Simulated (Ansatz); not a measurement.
Two isomers of C3H6OSi: A = `C=C1OC[SiH2]1`, B = `C[SiH]1C=CO1`.

Program: Ansatz. Geometries: PBE0-D4/def2-TZVP. ΔE: electronic, gas phase. CBS: MP2 limit from def2 TZ/QZ plus the TZ coupled-cluster correction, frozen cores. DFT in def2-TZVPP. B3LYP here is the variant with VWN-RPA as its local correlation; programs differ in this.

(1) Which is lower in electronic energy at CCSD(T)/CBS, and by how much? (Best estimate.)

(2) Give E(B) − E(A) in kcal/mol with ωB97M-V, HF/def2-TZVPP, PBE0-D4, PBE-D4, B3LYP, CCSD/def2-TZVPP, B3LYP-D4. (An estimate is asked.)

Largest T1 diagnostic: 0.014.

Answers

(1) Ansatz gave: B, by 44.3 kcal/mol.

(2) The calculation gave: ωB97M-V -43.9, HF/def2-TZVPP -44.8, PBE0-D4 -42.4, PBE-D4 -40.0, B3LYP -41.3, CCSD/def2-TZVPP -44.0, B3LYP-D4 -41.1. None reverses the order clearly.

From PBE to PBE0 (25 % exact exchange), in def2-TZVPP and without D4, E(B) − E(A) moves by −2.4 kcal/mol.
